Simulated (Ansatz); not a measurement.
Consider the substitution at a C–Si bond: `C[Si](C)(F)[SeH]` + `C[SiH](O)Cl` → `CO[SiH](C)Cl` + `C[SiH](F)[SeH]`.

Computed with Ansatz on PBE0-D4/def2-TZVP structures; ΔE is electronic, products minus reactants. CCSD(T)/CBS is the MP2 limit (def2-TZVPP, def2-QZVPP) plus CCSD(T) − MP2 in def2-TZVPP, frozen cores. DFT in def2-TZVPP. B3LYP here is the variant with VWN-RPA as its local correlation; programs differ in this. For Se outer-core shells are correlated without core-valence functions, which leaves a few kJ/mol of doubt a bond. Scalar relativity is left out up to krypton. One conformer a species, not always the lowest.

```tsv
level	ΔE (kJ/mol)
B3LYP	93.8
MP2/def2-TZVPP	107.2
```

Problem. What does CCSD(T)/CBS give? (Estimate.)

Solution. Ansatz gave: +103.4 kJ/mol. The listed levels differ from it by -9.6, 3.8 kJ/mol.

Problem. What do rigid-rotor, harmonic-oscillator terms from PBE0-D4/def2-TZVP frequencies (298.15 K, 1 bar) make of the CCSD(T)/CBS value? (Estimate.)

Solution. Ansatz gave: ΔZPE = +1.6 kJ/mol, ΔH = +103.5 kJ/mol, ΔS = -5 J/(mol·K), ΔG = +104.8 kJ/mol.

Largest T1 diagnostic among the species: 0.010.

At CCSD(T), def2-SVP lies −23.2 kJ/mol from the extrapolated value and def2-TZVPP −3.0 kJ/mol. From BLYP to BHLYP (50 % exact exchange), in def2-TZVPP and without D4, ΔE moves by +3.3 kJ/mol. Leaving LDA and LC-ωPBE aside and taking each functional with its dispersion term where it has one, the values, not all of them listed here, spread over 11.8 kJ/mol, from BLYP-D4 to r2SCAN0-D4.
